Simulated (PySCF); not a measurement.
## Nuclear quadrupole coupling in `N#C[Si@H](C=O)/C=C\C(=O)O`

Compound: C5H5NO3Si.
Cartesian coordinates in Å at the GFN2-xTB level; atoms count from 1:
```
atom  x, y, z in Å
N1    -0.574    3.289    0.510
C2    -0.864    2.208    0.272
Si3   -1.372    0.465   -0.158
C4    -1.443   -0.644    1.415
O5    -1.333   -1.841    1.382
C6    -0.303   -0.312   -1.510
C7     0.972   -0.633   -1.297
C8     1.540   -0.334    0.017
O9     0.907    0.228    0.893
O10    2.794   -0.725    0.186
H11   -2.732    0.589   -0.716
H12   -1.577   -0.133    2.389
H13   -0.750   -0.533   -2.468
H14    1.621   -1.111   -2.014
H15    3.109   -0.505    1.078
```

Field gradients from the PBE0/pcSseg-1 density (PySCF, non-relativistic), principal values in atomic units, ordered |Vxx| ≤ |Vyy| ≤ |Vzz|:

| atom | Vxx | Vyy | Vzz |
| --- | --- | --- | --- |
| N1 | 0.4997 | 0.6421 | -1.1418 |
| O5 | 0.4113 | 1.7009 | -2.1122 |
| O9 | 0.5942 | 0.7612 | -1.3554 |
| O10 | -0.4857 | -1.1190 | 1.6047 |

Problem. Find the asymmetry η = (Vxx − Vyy)/Vzz and the couplings χ = eQV/h (234.96 MHz × Q in barn × V in au), with Q(14N) = 0.02044 b, Q(17O) = −0.0256 b.

Solution. 
```tsv
atom	environment	nucleus	η	χzz (MHz)	χxx (MHz)	χyy (MHz)
N1	cyano nitrogen	14N	0.12	-5.48	2.40	3.08
O5	carbonyl oxygen	17O	0.61	12.71	-2.47	-10.23
O9	acid carbonyl oxygen	17O	0.12	8.15	-3.57	-4.58
O10	acid hydroxyl oxygen	17O	0.39	-9.65	2.92	6.73
```

The tensor is traceless: Vxx + Vyy + Vzz = 0.

Problem. What is Vzz at O10 in SI units (1 au = 9.71736 × 10²¹ V/m²)?

Solution. 1.6047 au = 15.594 × 10²¹ V/m².

Problem. And the gradient at the other heavy atoms, for which no coupling is worked out here?

Solution. 
| atom | environment | Vzz (au) | η |
| --- | --- | --- | --- |
| C2 | cyano carbon | -0.438 | 0.03 |
| Si3 | SiH silicon | 0.370 | 0.42 |
| C4 | carbonyl carbon | 0.586 | 0.03 |
| C6 | alkene CH carbon | 0.458 | 0.17 |
| C7 | alkene CH carbon | 0.303 | 0.71 |
| C8 | carboxylic acid carbon | 0.422 | 0.93 |

Problem. What couplings would deuterons (Q(2H) = 0.00286 b) have in place of the hydrogens, at this geometry?

Solution. 
```json
{"atom": "H11", "bonded to": "Si3", "bond length (Å)": "1.475", "Vzz (au)": "0.1500", "η": "0.02", "χzz (kHz)": "101"}
{"atom": "H12", "bonded to": "C4", "bond length (Å)": "1.108", "Vzz (au)": "0.2695", "η": "0.01", "χzz (kHz)": "181"}
{"atom": "H13", "bonded to": "C6", "bond length (Å)": "1.080", "Vzz (au)": "0.3285", "η": "0.01", "χzz (kHz)": "221"}
{"atom": "H14", "bonded to": "C7", "bond length (Å)": "1.079", "Vzz (au)": "0.3240", "η": "0.06", "χzz (kHz)": "218"}
{"atom": "H15", "bonded to": "O10", "bond length (Å)": "0.971", "Vzz (au)": "0.4270", "η": "0.09", "χzz (kHz)": "287"}
```

Isolated species at its GFN2-xTB geometry (one conformer only). GFN2-xTB bond lengths can be off by several hundredths of an ångström, more for odd bonds, and the gradients follow them. With a basis this small, the couplings can be 20 % off.
